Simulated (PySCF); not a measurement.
## Fractional electron number in Te (tellurium, neutral)

The 5p beta orbital of [Kr] 4d10 5s2 5p4 is emptied in steps (occupation f), with all orbitals relaxed, ending at [Kr] 4d10 5s2 5p3. Calculation: PySCF 2.14, in def2-SVP with the def2 core potential (28 electrons); scalar relativity through the core potential. The exact energy is a straight line in f; departures are measured from the line between the end points of the same method.

```json
{"f": "1", "UHF (eV)": "0.000", "LDA (eV)": "0.000", "PBE (eV)": "0.000", "PBE0 (eV)": "0.000", "r2SCAN (eV)": "0.000", "LC-wPBE (eV)": "0.000", "BHandHLYP (eV)": "0.000", "wB97X (eV)": "0.000", "HSE06 (eV)": "0.000", "B3LYP (eV)": "0.000"}
{"f": "0.75", "UHF (eV)": "0.114", "LDA (eV)": "-0.707", "PBE (eV)": "-0.678", "PBE0 (eV)": "-0.481", "r2SCAN (eV)": "-0.625", "LC-wPBE (eV)": "-0.005", "BHandHLYP (eV)": "-0.318", "wB97X (eV)": "-0.119", "HSE06 (eV)": "-0.564", "B3LYP (eV)": "-0.551"}
{"f": "0.5", "UHF (eV)": "0.147", "LDA (eV)": "-0.944", "PBE (eV)": "-0.902", "PBE0 (eV)": "-0.638", "r2SCAN (eV)": "-0.816", "LC-wPBE (eV)": "-0.003", "BHandHLYP (eV)": "-0.428", "wB97X (eV)": "-0.176", "HSE06 (eV)": "-0.750", "B3LYP (eV)": "-0.736"}
{"f": "0.25", "UHF (eV)": "0.107", "LDA (eV)": "-0.708", "PBE (eV)": "-0.674", "PBE0 (eV)": "-0.475", "r2SCAN (eV)": "-0.590", "LC-wPBE (eV)": "0.002", "BHandHLYP (eV)": "-0.325", "wB97X (eV)": "-0.149", "HSE06 (eV)": "-0.559", "B3LYP (eV)": "-0.553"}
{"f": "0", "UHF (eV)": "0.000", "LDA (eV)": "0.000", "PBE (eV)": "0.000", "PBE0 (eV)": "0.000", "r2SCAN (eV)": "0.000", "LC-wPBE (eV)": "0.000", "BHandHLYP (eV)": "0.000", "wB97X (eV)": "0.000", "HSE06 (eV)": "0.000", "B3LYP (eV)": "0.000"}
```

```json
{"method": "UHF", "E(f=0) − E(f=1) (eV)": "7.691", "−ε at f=1 (eV)": "8.314", "−ε at f=0.5 (eV)": "7.675"}
{"method": "LDA", "E(f=0) − E(f=1) (eV)": "8.948", "−ε at f=1 (eV)": "5.183", "−ε at f=0.5 (eV)": "8.946"}
{"method": "PBE", "E(f=0) − E(f=1) (eV)": "8.665", "−ε at f=1 (eV)": "5.043", "−ε at f=0.5 (eV)": "8.675"}
{"method": "PBE0", "E(f=0) − E(f=1) (eV)": "8.682", "−ε at f=1 (eV)": "6.106", "−ε at f=0.5 (eV)": "8.698"}
{"method": "r2SCAN", "E(f=0) − E(f=1) (eV)": "8.708", "−ε at f=1 (eV)": "5.326", "−ε at f=0.5 (eV)": "8.797"}
{"method": "LC-wPBE", "E(f=0) − E(f=1) (eV)": "8.760", "−ε at f=1 (eV)": "8.720", "−ε at f=0.5 (eV)": "8.779"}
{"method": "BHandHLYP", "E(f=0) − E(f=1) (eV)": "8.703", "−ε at f=1 (eV)": "7.015", "−ε at f=0.5 (eV)": "8.687"}
{"method": "wB97X", "E(f=0) − E(f=1) (eV)": "8.929", "−ε at f=1 (eV)": "8.345", "−ε at f=0.5 (eV)": "8.850"}
{"method": "HSE06", "E(f=0) − E(f=1) (eV)": "8.736", "−ε at f=1 (eV)": "5.721", "−ε at f=0.5 (eV)": "8.747"}
{"method": "B3LYP", "E(f=0) − E(f=1) (eV)": "8.845", "−ε at f=1 (eV)": "5.912", "−ε at f=0.5 (eV)": "8.839"}
```

Orbital energy along the path (eV):

```csv
f,UHF,LDA,PBE,PBE0,r2SCAN,LC-wPBE,BHandHLYP,wB97X,HSE06,B3LYP
1,-8.314,-5.183,-5.043,-6.106,-5.326,-8.720,-7.015,-8.345,-5.721,-5.912
0.75,-7.981,-7.059,-6.861,-7.409,-7.082,-8.758,-7.845,-8.569,-7.235,-7.372
0.5,-7.675,-8.946,-8.675,-8.698,-8.797,-8.779,-8.687,-8.850,-8.747,-8.839
0.25,-7.393,-10.836,-10.474,-9.963,-10.399,-8.773,-9.551,-9.255,-10.247,-10.314
0,-7.133,-12.721,-12.243,-11.192,-11.592,-8.716,-10.465,-9.729,-11.673,-11.799
```

Reference removal energy between the ground levels: 9.010 eV (measured; NIST Atomic Spectra Database, ionization energies). The calculation has no spin-orbit coupling. UHF lacks correlation.
